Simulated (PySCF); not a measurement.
## Two-component Hartree-Fock for Ni¹⁵⁺ (nickel, charge +15)

Start: [Ne] 3s2 3p1; 3p3/2 filled at m_j = +3/2. Calculated with PySCF 2.14 in an even-tempered Gaussian basis (19 s from 1.3 bohr⁻², ratio 2.4; 13 p from 1.7 bohr⁻², ratio 2.4; 5 d from 6.8 bohr⁻², ratio 2.6; 4 f from 10 bohr⁻², ratio 2.6): generalised Hartree-Fock with the X2C-1e Hamiltonian and a Gaussian nucleus; one run each with spin-orbit coupling (SO) screened by Boettger's factors, then bare. This is a chosen level, not necessarily the ground level.

```tsv
spinor shell	electrons	ε, screened SO (eV)	ε, bare SO (eV)	weight of nominal j (bare SO)	rms radius, bare SO (bohr)
1s1/2	2	-8919.6	-8919.6	1.000	0.0624
2s1/2	2	-1548.2	-1548.2	1.000	0.261
2p1/2	2	-1410.5	-1411.5	0.999	0.232
2p3/2	4	-1393.2	-1392.8	0.999	0.235
3s1/2	2	-532.60	-532.60	1.000	0.669
3p3/2	1	-494.17	-494.08	1.000	0.667
```

| quantity | screened SO | bare SO |
| --- | --- | --- |
| E (hartree) | -1411.14744 | -1411.14901 |
| M_J | 3/2 | 3/2 |
| ⟨J²⟩ | 3.752 | 3.752 |
| ⟨L²⟩ | 2.002 | 2.002 |
| ⟨S²⟩ | 0.751 | 0.751 |

Each row is a mean over spinors that exchange with the open shell spreads, by up to 8.703 eV (3s1/2).
